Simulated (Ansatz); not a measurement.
Single points on Cu(NH3)(SiH3) (CuSiNH₆).

```yaml
crystal:
  periodic: [false, false, false]
  atoms:
    - {symbol: Cu, position_ang: [0.000327, -0.001147, 0.199774]}
    - {symbol: N, position_ang: [-0.000203, -0.015059, 2.206673]}
    - {symbol: H, position_ang: [-0.929922, -0.188565, 2.574968]}
    - {symbol: H, position_ang: [0.316424, 0.872826, 2.582878]}
    - {symbol: H, position_ang: [0.612465, -0.737216, 2.571705]}
    - {symbol: Si, position_ang: [0.000298, 0.014163, -2.065947]}
    - {symbol: H, position_ang: [1.313782, 0.388138, -2.687732]}
    - {symbol: H, position_ang: [-0.976851, 0.970986, -2.683518]}
    - {symbol: H, position_ang: [-0.336310, -1.304137, -2.698802]}
basis:
  gaussian: {orbitals: def2-SVP, initial_orbitals: start.molden}
hamiltonian: {xc: pbe, dispersion: d4}
scf: {omitted_lower_state_checks: [starts]}
output: {orbitals: {seedname: orbitals}}
```

The file start.molden holds the orbitals of an earlier run on this structure, at another level or in another basis.

```sh
$ ansatz run in.yaml --threads 4 --pin off --events-out ev --progress --plain --max-ram 3916MiB
```

Shortened log:

```
Functional definition: PBE
1100 factors; their error is unknown
mean field evaluation 1: about -54083.7569 eV, gradient 1.0e1 eV
mean field evaluation 2: about -54084.0312 eV, gradient 5.4e-1 eV
mean field evaluation 4: about -54083.9653 eV, gradient 2.1e-1 eV
mean field evaluation 8: about -54083.9654 eV, gradient 9.5e-6 eV
mean field -54083.96538890 eV, -1987.5490686136 hartree, gradient 9.5e-6 eV, S^2 0.000000; 0 other end points of the search recorded, 0 dependent functions left out
reference -54083.96544733 eV, -1987.5490707608 hartree; 28, 28 occupied and 65, 65 virtual orbitals, 1100 factors
Total energy: -54084.10610949 eV, -1987.5542399998 hartree
Checks for a lower state left out: starts
```

Hardware: 4 threads of Intel Xeon on a shared host. Wall time 0.7 s.

First input, but with `gaussian: {orbitals: def2-TZVPD, initial_orbitals: start.molden}`, `hamiltonian: {xc: pbe0, dispersion: d4}` (abridged; 1.7 s):

```
Functional definition: PBE0
mean field -54096.33758900 eV, -1988.0037385812 hartree, gradient 1.0e-5 eV, S^2 0.000000
Total energy: -54096.45666521 eV, -1988.0081145513 hartree
Checks for a lower state left out: starts
```

First input, but with `gaussian: {orbitals: 6-31G}`, `hamiltonian: {xc: {name: B3LYP}, dispersion: d4}` (abridged; 0.7 s):

```
Functional definition: B3LYP
mean field evaluation 16: about -54098.3611 eV, gradient 7.7e-5 eV
mean field -54098.36109849 eV, -1988.0781011835 hartree, gradient 7.7e-5 eV, S^2 0.000000
Total energy: -54098.59008554 eV, -1988.0865163022 hartree
Checks for a lower state left out: starts
```

As the first input, with `gaussian: {orbitals: def2-TZVP, initial_orbitals: start.molden}` (abridged; 1 s):

```
Functional definition: PBE
mean field -54095.55334127 eV, -1987.9749180086 hartree, gradient 6.8e-5 eV, S^2 0.000000
Total energy: -54095.69405681 eV, -1987.9800892095 hartree
Checks for a lower state left out: starts
```

As the first input, with `gaussian: {orbitals: def2-TZVPP, initial_orbitals: start.molden}`, `correlation: {method: ccsd_t, frozen_orbitals: {Cu: 9, H: 0, "N": 1, Si: 5}}` and without the key `hamiltonian` (abridged; 36 s):

```
Functional definition: HF
mean field -54037.81945705 eV, -1985.8532368969 hartree, gradient 2.7e-6 eV, S^2 0.000000
15 core orbitals not correlated: weight in the atoms' cores, before any rotation towards them, 1.000 or more for the frozen orbitals, at most 0.000 for the correlated occupied ones
second order -24.70861664 eV of doubles, -0.00000000 eV of singles
cycle   1  -22.17620358 eV  change     2.5e0 eV  update   2.2e-1
cycle   2  -23.32130354 eV  change    -1.1e0 eV  update   1.6e-1
cycle   3  -23.64407366 eV  change   -3.2e-1 eV  update   4.1e-2
cycle   4  -23.63927112 eV  change    4.8e-3 eV  update   1.9e-2
cycle   5  -23.61027175 eV  change    2.9e-2 eV  update   9.3e-3
cycle   6  -23.60914235 eV  change    1.1e-3 eV  update   4.0e-3
cycle   7  -23.61109674 eV  change   -2.0e-3 eV  update   2.1e-3
cycle   8  -23.60937479 eV  change    1.7e-3 eV  update   8.5e-4
cycle   9  -23.60931883 eV  change    5.6e-5 eV  update   4.4e-4
cycle  10  -23.60995534 eV  change   -6.4e-4 eV  update   1.5e-4
cycle  11  -23.61002313 eV  change   -6.8e-5 eV  update   6.6e-5
cycle  12  -23.60993756 eV  change    8.6e-5 eV  update   2.5e-5
cycle  13  -23.60994900 eV  change   -1.1e-5 eV  update   1.5e-5
perturbative correction -1.00481041 eV, -0.0369261013 hartree
Total energy: -54062.43421646 eV, -1986.7578126207 hartree
Checks for a lower state left out: starts
```

First input, but with `gaussian: {orbitals: def2-TZVPD, initial_orbitals: start.molden}` (abridged; 1.4 s):

```
Functional definition: PBE
mean field -54095.59361969 eV, -1987.9763982135 hartree, gradient 1.2e-5 eV, S^2 0.000000
Total energy: -54095.73434323 eV, -1987.9815697079 hartree
Checks for a lower state left out: starts
```

First input, but with `gaussian: {orbitals: def2-TZVP, initial_orbitals: start.molden}`, `hamiltonian: {xc: pbe}`, `correlation: {method: rpa, frozen_orbitals: {Cu: 9, H: 0, "N": 1, Si: 5}}` and without the key `output` (abridged; 2 s):

```
Functional definition: PBE
mean field -54095.55325076 eV, -1987.9749146824 hartree, gradient 6.0e-6 eV, S^2 0.000000
15 core orbitals not correlated: weight in the atoms' cores, before any rotation towards them, 1.000 or more for the frozen orbitals, at most 0.000 for the correlated occupied ones
Total energy: -54067.78858812 eV, -1986.9545821502 hartree
Checks for a lower state left out: starts
```

Geometry: PBE0-D4/def2-TZVP.

The 6-31G sets use Cartesian d functions. B3LYP takes the VWN-RPA correlation. Correlated methods freeze 15 core orbitals.
